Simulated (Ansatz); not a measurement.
Isolated molecules relaxed with PBE0-D4/def2-TZVP in Ansatz; ΔE leaves out vibrations. CBS: MP2 limit from def2 TZ/QZ plus the TZ coupled-cluster correction, frozen cores. This one scheme is used for every species. Functionals use def2-TZVPP. B3LYP here is the variant with VWN-RPA as its local correlation; programs differ in this. Each species was taken in one conformer, which may not be the lowest.

`[BH2][AlH][CH3]` + `CBN` → `CB[NH][AlH][CH3]` + BH₃  (cleavage of the Al–B bond)

```
             level  ΔE (kJ/mol)
            PBE-D4        -91.1
          B3LYP-D4       -108.8
        r2SCANh-D4       -105.9
           ωB97M-V       -110.5
RPA@PBE/def2-TZVPP       -110.5
  CCSD(T)/def2-SVP       -106.4
SCS-MP2/def2-QZVPP       -119.6
      HF/CBS(def2)       -115.4
```

Problem. What does CCSD(T)/CBS give? (An estimate is asked.)

Solution. Ansatz gave: -110.1 kJ/mol. The listed levels differ from it by 19.0, 1.3, 4.2, -0.4, -0.4, 3.7, -9.5, -5.3 kJ/mol.

Problem. What do rigid-rotor, harmonic-oscillator terms from PBE0-D4/def2-TZVP frequencies (298.15 K, 1 bar) make of the CCSD(T)/CBS value? (Estimate.)

Solution. The calculation gave: ΔZPE = -6.8 kJ/mol, ΔH = -115.2 kJ/mol, ΔS = -26 J/(mol·K), ΔG = -107.5 kJ/mol. Modes under 50 cm⁻¹ make the entropy rough.

Largest T1 diagnostic among the species: 0.011.

Leaving LDA and LC-ωPBE aside and taking each functional with its dispersion term where it has one, the values, not all of them listed here, spread over 24.0 kJ/mol, from BHLYP-D4 to PBE-D4. At CCSD(T), def2-SVP lies +3.7 kJ/mol from the extrapolated value and def2-TZVPP −0.4 kJ/mol. The D4 term adds −6.6 kJ/mol with B3LYP and −3.7 kJ/mol with PBE0; it sums over pairs of atoms, weighted by their polarisabilities, and B3LYP, whose exchange is more repulsive, gets the larger term.
